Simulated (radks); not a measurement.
Species: Zr8+. Configuration: [Ar] 3d10 4s2 4p2. Calculated with a radial shooting solver on a logarithmic mesh with Libxc functionals: scalar-relativistic Kohn-Sham, LDA (Slater exchange, Perdew-Wang correlation), spin-unpolarised, spherical densities, finite nucleus; Fermi nuclear charge, rms radius 4.2694 fm. Some entries of the table are withheld. Estimate them.

orbital,occ.,eigenvalue (eV),<r> (bohr)
1s,2,-17932.79,0.03711
2s,2,-2598.394,0.1628
2p,6,(1),(2)
3s,2,-531.8679,(3)
3p,6,-445.4264,0.4605
3d,10,-303.1323,(4)
4s,2,(5),1.110
4p,2,-142.6857,1.189

Answer. 
(1) 2p eigenvalue (eV): -2333.569
(2) 2p <r> (bohr): 0.1417
(3) 3s <r> (bohr): 0.4578
(4) 3d <r> (bohr): 0.4479
(5) 4s eigenvalue (eV): -167.9195
